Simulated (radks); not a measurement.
Kinetic energies: the exact non-interacting value of the Kohn-Sham orbitals and orbital-free approximations, as 100 (|E| - |E exact|)/|E exact|, negative where the magnitude is too small. Species: Yb60+ [Ne]; Se4+ [Ar] 3d10 4s2; Ar3+ [Ne] 3s2 3p3; Cs [Xe] 6s1. Calculated with a radial shooting solver on a logarithmic mesh with Libxc functionals: non-relativistic Kohn-Sham, exchange-only PBE, spin-polarised, spherical densities, point nucleus. Every spin shell is full or empty, so the densities are truly spherical. Functionals are evaluated on that one density, not self-consistently.

functional         Yb60+     Se4+     Ar3+       Cs
exact (hartree)  9200.36  2395.83  523.695  7553.11
Thomas-Fermi       -5.89    -6.03    -7.10    -5.17
von Weizsacker    -44.87   -52.60   -40.97   -59.72
TF + vW           +49.24   +41.37   +51.93   +35.11
TF + vW/9          +0.24    -0.76    -0.54    -0.69
TF + vW/5          +5.14    +3.45    +4.70    +2.89
LC94               +0.87    -0.01    +0.16    +0.05
APBEK              +0.93    +0.07    +0.28    +0.09
revAPBEK           +1.24    +0.30    +0.62    +0.26
Perdew 92          +0.25    -0.75    -0.53    -0.69
Thakkar            +0.49    -0.50    -0.09    -0.63
Pearson            -0.67    -1.14    -1.47    -0.91
LKT               +28.40   +22.35   +29.55   +18.47
PG1               +23.25   +17.68   +23.87   +14.48
DePristo-Kress     +0.91    -0.11    +0.07    -0.13
Ernzerhof          +1.04    -0.40    +0.05    -0.43
